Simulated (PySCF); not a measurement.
Electron correlation in As²⁺ (arsenic, charge +2)

Starting occupation: [Ar] 3d10 4s2 4p1, 4p1/2 with m_j = +1/2. Calculation: PySCF 2.14, in x2c-TZVPPall-2c (6s7p4d1f, 54 functions); X2C-1e with screened-nucleus spin-orbit coupling, Gaussian nucleus. Frozen: [Ne]; 21 electrons correlated.

MP2 pair energies summed by pair of shells (mhartree):

```
       pair  energy  share (%)
3d3/2-3d5/2  -49.87       16.1
3d5/2-3d5/2  -34.42       11.1
3d5/2-3p3/2  -34.24       11.1
3d3/2-3p3/2  -23.38        7.5
4s1/2-4s1/2  -21.68        7.0
4p1/2-4s1/2  -16.49        5.3
3d5/2-3p1/2  -16.08        5.2
3d3/2-3d3/2  -14.11        4.6
3p1/2-3p3/2  -11.94        3.9
3d5/2-3s1/2  -11.27        3.6
3p3/2-3p3/2  -11.24        3.6
3d5/2-4s1/2  -11.18        3.6
3d3/2-3p1/2   -9.96        3.2
3p3/2-3s1/2   -7.80        2.5
3d3/2-3s1/2   -7.46        2.4
3d3/2-4s1/2   -7.40        2.4
3d5/2-4p1/2   -4.01        1.3
3p1/2-3s1/2   -3.72        1.2
3p3/2-4s1/2   -3.22        1.0
3d3/2-4p1/2   -2.88        0.9
3p1/2-3p1/2   -2.22        0.7
3s1/2-3s1/2   -1.47        0.5
3p1/2-4s1/2   -1.31        0.4
3p3/2-4p1/2   -1.11        0.4
3s1/2-4s1/2   -0.67        0.2
3p1/2-4p1/2   -0.34        0.1
3s1/2-4p1/2   -0.25        0.1
```

Total MP2 correlation energy: -309.71 mhartree.

This basis was not built for core-valence correlation, so the inner-shell part is incomplete.
